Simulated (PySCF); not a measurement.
## F (fluorine, neutral) across methods

[He] 2s1 2p6, 2S determinant (an excited configuration). Computed with PySCF 2.14 in dyall-av3z, with the non-relativistic Hamiltonian (point nucleus).

| method | E (hartree) | mean ε 2s α (eV) | mean ε 2p α (eV) | mean ε 2p β (eV) | Σ⟨r²⟩ (bohr²) | ⟨S²⟩ |
| --- | --- | --- | --- | --- | --- | --- |
| PW91 | -99.0487 | -31.329 | -12.480 | -10.741 | 11.05 | 0.753 |
| LDA | -98.4443 | -30.982 | -12.529 | -10.861 | 11.07 | 0.753 |
| revPBE | -99.0420 | -31.338 | -12.348 | -10.584 | 11.05 | 0.754 |
| r2SCANh | -98.9628 | -34.663 | -14.134 | -11.543 | 10.86 | 0.758 |
| PBE | -98.9814 | -31.297 | -12.400 | -10.646 | 11.06 | 0.754 |
| UHF | -98.53906 | -47.108 | -22.369 | -16.258 | 10.85 | 0.775 |
| PBE0 | -98.9411 | -35.368 | -14.995 | -12.349 | 10.92 | 0.756 |
| MN15 | -99.0526 | -34.382 | -15.518 | -13.777 | 10.82 | 0.752 |
| r2SCAN | -98.9760 | -33.278 | -13.174 | -10.886 | 10.88 | 0.757 |
